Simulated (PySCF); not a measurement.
Isomers of C6H7F3Si, one GFN2-xTB conformer each. Single-point energies are computed at PBE0/pcSseg-1 (PySCF, gas phase, no added dispersion term), electronic only.

| SMILES | GFN2-xTB relative energy (kJ/mol) |
| --- | --- |
| FC(F)=C(F)/C=C/[C@@H]1C[SiH2]1 | 169.6 |
| C#C[Si@@H]1CC[C@H]1C(F)(F)F | 125.9 |
| CC1=C[SiH2]C(C(F)(F)F)=C1 | 0.0 |
| CC1=C(C(F)(F)F)C=C[SiH2]1 | 20.9 |
| FC(F)=C(F)/C=C\[C@@H]1C[SiH2]1 | 175.6 |
| FC(F)(F)CC1=C[SiH2]C=C1 | 26.8 |
| FC(F)(F)C#CC1C[SiH2]C1 | 122.8 |

Conformers: `[F:1][C:2]([F:3])=[C:4]([F:5])/[CH:6]=[CH:7]/[C@@H:8]1[CH2:9][SiH2:10]1` with C2–C4–C6–C7 -179°, C6–C7–C8–C9 -160°; `[CH:1]#[C:2][Si@@H:3]1[CH2:4][CH2:5][C@H:6]1[C:7]([F:8])([F:9])[F:10]` with C2–Si3–C4–C5 -100°, Si3–C4–C5–C6 -8°, C4–C5–C6–C7 -106°, C2–Si3–C6–C5 106°; `[F:1][C:2]([F:3])=[C:4]([F:5])/[CH:6]=[CH:7]\[C@@H:8]1[CH2:9][SiH2:10]1` with C2–C4–C6–C7 176°, C6–C7–C8–C9 -169°; `[F:1][C:2]([F:3])([F:4])[CH2:5][C:6]1=[CH:7][SiH2:8][CH:9]=[CH:10]1` with C2–C5–C6–C7 -98°; `[F:1][C:2]([F:3])([F:4])[C:5]#[C:6][CH:7]1[CH2:8][SiH2:9][CH2:10]1` with C6–C7–C8–Si9 -132°, C7–C8–Si9–C10 9°, C8–Si9–C10–C7 -9°, C6–C7–C10–Si9 132°.

Question: What does PBE0/pcSseg-1 give for the same structures?

Answer: 
```tsv
SMILES	PBE0/pcSseg-1 E (Eh)	PBE0/pcSseg-1 (kJ/mol)	GFN2-xTB (kJ/mol)	point group
CC1=C[SiH2]C(C(F)(F)F)=C1	-821.11418	0.0	0.0	Cs
FC(F)(F)CC1=C[SiH2]C=C1	-821.11076	9.0	26.8	C1
CC1=C(C(F)(F)F)C=C[SiH2]1	-821.10591	21.7	20.9	near Cs
C#C[Si@@H]1CC[C@H]1C(F)(F)F	-821.07331	107.3	125.9	C1
FC(F)(F)C#CC1C[SiH2]C1	-821.04637	178.0	122.8	near Cs
FC(F)=C(F)/C=C/[C@@H]1C[SiH2]1	-821.02761	227.3	169.6	C1
FC(F)=C(F)/C=C\[C@@H]1C[SiH2]1	-821.02501	234.1	175.6	C1
```

Both levels put the same isomer lowest; measured from each level's own lowest isomer, the values differ by up to 58.5 kJ/mol (FC(F)=C(F)/C=C\[C@@H]1C[SiH2]1: 175.6 against 234.1). As drawn, the highest has a three-membered ring, which the lowest lacks. Neighbours under 10 kJ/mol apart (CC1=C[SiH2]C(C(F)(F)F)=C1 and FC(F)(F)CC1=C[SiH2]C=C1; FC(F)=C(F)/C=C/[C@@H]1C[SiH2]1 and FC(F)=C(F)/C=C\[C@@H]1C[SiH2]1) can change places with a better method, another conformer or zero-point energy. FC(F)=C(F)/C=C/[C@@H]1C[SiH2]1 and FC(F)=C(F)/C=C\[C@@H]1C[SiH2]1 are stereoisomers, 6.8 kJ/mol apart in the conformers taken.

Question: Which frontier levels, dipoles and rotational constants go with these structures?

Answer: 
```
                        SMILES  HOMO (eV, PBE0/pcSseg-1)  LUMO (eV)  dipole (D)       A, B, C (MHz)
     CC1=C[SiH2]C(C(F)(F)F)=C1                     -7.17      -1.99        3.48  1955, 769.5, 617.6
       FC(F)(F)CC1=C[SiH2]C=C1                     -6.92      -1.71        2.17  2731, 623.6, 582.3
     CC1=C(C(F)(F)F)C=C[SiH2]1                     -6.99      -1.90        2.75  1949, 853.8, 670.1
   C#C[Si@@H]1CC[C@H]1C(F)(F)F                     -8.22      -0.72        3.03  2009, 740.4, 653.8
        FC(F)(F)C#CC1C[SiH2]C1                     -8.24      -0.51        4.04  3039, 409.8, 404.5
FC(F)=C(F)/C=C/[C@@H]1C[SiH2]1                     -5.92      -0.97        3.28  3032, 396.3, 374.5
FC(F)=C(F)/C=C\[C@@H]1C[SiH2]1                     -5.90      -1.02        2.62  2969, 460.4, 427.5
```
